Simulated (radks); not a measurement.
Results of a calculation; reference values are marked as such.
Species: Ca10+. Configuration: [Ne] (the NIST ground configuration).

Code: a radial shooting solver on a logarithmic mesh with Libxc functionals. Model: scalar-relativistic Kohn-Sham, BLYP, spin-polarised, spherical densities, finite nucleus; Fermi nuclear charge, rms radius 3.4776 fm.

Energy parts (hartree):
part                       energy
total                  -643.65565
kinetic                 648.45410
electron-nucleus      -1435.72994
Hartree                 173.89421
exchange-correlation    -30.27401

Orbitals (lengths in bohr, moments of r in powers of bohr; <r^-3> diverges for s and p1/2; r(max) is where P^2 peaks; r(90%) holds 90 % of the orbital's charge):
orbital  occ.  eigenvalue (hartree)  <r^-3>      <r>  r(90%)   r(max)
1s          2             -154.0514       -  0.07679   0.137  0.05026
2s          2             -23.42868       -   0.3592   0.557   0.2978
2p          6             -20.58889   193.9   0.3211   0.528   0.2437

The highest occupied level is 2p at -560.25 eV. The density falls to 0.001 e/bohr^3 at r = 1.18 bohr. The electron density at the nucleus is 6149 e/bohr^3 (large components only). For comparison, the ionisation energy in NIST's Atomic Spectra Database is 591.6 eV (semi-empirical). In exact Kohn-Sham theory the highest level is minus the ionisation energy, but local and semilocal functionals leave it too shallow, through self-interaction and a potential that decays too fast; potentials with the right tail come closer.
